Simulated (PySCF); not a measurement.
Species: C₃H₅BF₂O.
Numbering: `[O:1]=[CH:2][CH2:3][CH2:4][B:5]([F:6])[F:7]` (hydrogens: H8 on C2; H9, H10 on C3; H11, H12 on C4)

Structure used (PBE0-D3(BJ)/def2-SVP), in Å, numbered top down from 1:
```xyz
12
C3H5BF2O angstrom
O     -0.4496    1.0799   -1.1145
C     -1.2291    0.6870   -0.2624
C     -0.7522   -0.2968    0.7441
C      0.5924   -0.8102    0.2360
B      1.1740    0.3096   -0.7579
F      1.6040   -0.0538   -1.9798
F      1.8193    1.3635   -0.2093
H     -2.2603    1.0922   -0.2486
H     -0.6640    0.2719    1.6911
H     -1.5293   -1.0559    0.9367
H      1.2874   -1.0029    1.0653
H      0.4556   -1.7574   -0.3071
```

All values: PBE0/pcSseg-1 and wB97X-D/def2-SVPD (PySCF, non-relativistic), on one gas-phase PBE0-D3(BJ)/def2-SVP geometry that isn't relaxed in the solvent. The solvent is an IEF-PCM continuum (cavity from Bondi-type radii × 1.2). The model holds no explicit solvent molecules, cavitation or dispersion.

Gas phase at PBE0/pcSseg-1: HOMO -8.79 eV, LUMO -2.10 eV, dipole 5.67 D.

Task: What does the continuum do to the energy, the frontier levels and the dipole at PBE0/pcSseg-1 in cyclohexane and methanol?

Result: 
```tsv
solvent	ε	E(solvent) − E(gas) (kcal/mol)	polarisation term (kcal/mol)	distortion of the solute (kcal/mol)	HOMO (eV)	LUMO (eV)	dipole (D)
cyclohexane	2.017	-3.84	-4.14	0.30	-8.73	-1.87	6.21
methanol	32.61	-9.32	-11.16	1.84	-8.66	-1.57	7.01
```

Polarisation term: ½ Σ q·V over the induced surface charges. Distortion: the rise of the solute's own energy as its density leaves the gas-phase optimum. From cyclohexane to methanol the lowering changes by a factor 2.43, Onsager's factor (ε − 1)/(2ε + 1) by 2.36 and ε itself by 16.2.

Task: Which radius a makes the point-dipole formula ΔE = −[(ε − 1)/(2ε + 1)]·μ²/a³ give the value in methanol, with the gas-phase dipole?

Result: μ = 2.231 au and |ΔE| = 0.01485 Eh give a = 2.87 Å; the farthest nucleus lies 2.53 Å from the centroid of the nuclei. The formula assumes a rigid point dipole at the centre of a sphere.

Task: Give the dipole vector in the frame of the coordinates (D, pointing from negative to positive charge), gas and methanol.

Result: Gas (-4.68, -1.22, 2.96), solvent (-5.77, -1.47, 3.70). Its length changes by +24 % and its direction by less than 1°.

Task: Which Hirshfeld charges (PBE0/pcSseg-1) respond most in cyclohexane (means over atoms taken as equivalent)?

Result: 
```json
{"atoms": "O1", "environment": "aldehyde oxygen", "gas (e)": "-0.097", "solvent (e)": "-0.109", "change": "-0.012"}
{"atoms": "H8", "environment": "formyl hydrogen", "gas (e)": "+0.078", "solvent (e)": "+0.087", "change": "+0.009"}
{"atoms": "C2", "environment": "aldehyde carbon", "gas (e)": "+0.187", "solvent (e)": "+0.194", "change": "+0.007"}
{"atoms": "F6/F7", "environment": "boron-bound fluorine", "gas (e)": "-0.191", "solvent (e)": "-0.197", "change": "-0.006"}
{"atoms": "H9/H10", "environment": "methylene hydrogen", "gas (e)": "+0.065", "solvent (e)": "+0.071", "change": "+0.006"}
{"atoms": "B5", "environment": "three-coordinate boron", "gas (e)": "+0.222", "solvent (e)": "+0.218", "change": "-0.004"}
```

Task: How do the nuclear quadrupole coupling constants eQVzz/h respond in cyclohexane?

Result: 
| nucleus | Q (barn) | gas (MHz) | solvent (MHz) | η gas | η solvent |
| --- | --- | --- | --- | --- | --- |
| 17O at O1 | -0.0256 | 9.14 | 8.86 | 0.34 | 0.29 |
| 11B at B5 | 0.04059 | 2.83 | 2.80 | 0.67 | 0.72 |

Gas phase at wB97X-D/def2-SVPD: HOMO -10.74 eV, LUMO -0.26 eV, dipole 5.71 D.

Task: What does the continuum do to the energy, the frontier levels and the dipole at wB97X-D/def2-SVPD in cyclohexane?

Result: 
```tsv
solvent	ε	E(solvent) − E(gas) (kcal/mol)	polarisation term (kcal/mol)	distortion of the solute (kcal/mol)	HOMO (eV)	LUMO (eV)	dipole (D)
cyclohexane	2.017	-3.84	-4.16	0.32	-10.67	-0.02	6.30
```

Task: How does the static polarisability (wB97X-D/def2-SVPD, frozen core, with the continuum's full static response) change?

Result: 
```csv
medium,isotropic (au),principal values (au),⟨r²⟩ of the electrons (bohr²)
gas,50.9,"43.4, 51.4, 57.9",650.8
cyclohexane,56.0,"47.7, 56.8, 63.4",650.4
```

The isotropic value in cyclohexane is 1.10 times the gas-phase one; no cavity-field correction is applied. ⟨r²⟩ is taken about the centre of nuclear charge.

The pairwise dispersion term of wB97X-D wasn't added to the energies; at a given geometry it leaves orbitals and properties as they are.
